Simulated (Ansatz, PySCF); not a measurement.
Energy difference R1 + R2 → P1 + P2, each structure at its B3LYP-D3(BJ)/def2-TZVP stationary point, reached from a drawn start (curvature not checked).
R1: SiCl4 (SMILES Cl[Si](Cl)(Cl)Cl), charge 0, multiplicity 1.
P1, Cl3FSi (SMILES F[Si](Cl)(Cl)Cl) (charge 0, multiplicity 1):
```xyz
5

F      0.014     0.037     1.646
Si     0.001     0.001     0.065
Cl     1.784    -0.718    -0.570
Cl    -0.289     1.888    -0.611
Cl    -1.510    -1.209    -0.530
```
P2: HCl (SMILES Cl), charge 0, multiplicity 1.
R2, HF (SMILES F) (charge 0, multiplicity 1):
| atom | x (Å) | y (Å) | z (Å) |
|---|---|---|---|
| F | 0.0000 | 0.0000 | 0.4622 |
| H | 0.0000 | 0.0000 | -0.4622 |

| level | reaction energy (kcal/mol) | minus CCSD(T)/cc-pV(Q+d)Z |
|---|---|---|
| PBE/def2-TZVPP | -10.99 | 1.84 |
| PBE-D3(BJ)/def2-TZVPP | -9.88 | 2.96 |
| BLYP-D3(BJ)/def2-TZVPP | -11.42 | 1.42 |
| r2SCAN-D3(BJ)/def2-TZVPP | -12.50 | 0.33 |
| r2SCAN-D4/def2-TZVPP | -12.59 | 0.25 |
| PBE0-D3(BJ)/def2-TZVPP | -9.99 | 2.85 |
| PBE0-D4/def2-TZVPP | -10.10 | 2.73 |
| BHLYP-D3(BJ)/def2-TZVPP | -12.71 | 0.13 |
| MP2/cc-pV(T+d)Z | -11.65 | 1.19 |
| SCS-MP2/cc-pV(D+d)Z | -12.65 | 0.18 |
| SCS-MP2/cc-pV(Q+d)Z | -12.50 | 0.34 |
| CCSD/cc-pV(T+d)Z | -14.13 | -1.30 |
| CCSD/cc-pV(Q+d)Z | -13.71 | -0.87 |
| CCSD(T)/cc-pV(Q+d)Z | -12.84 | 0.00 |

 The comparison column counts from a level with limits of its own.

P less R. No zero-point or thermal terms.

Correlated levels freeze the cores.

The values were computed with Ansatz (Gaussian orbitals); PySCF for the D3/D4 terms. Each number belongs to the level named beside it.

Ansatz is a program for electronic structure.
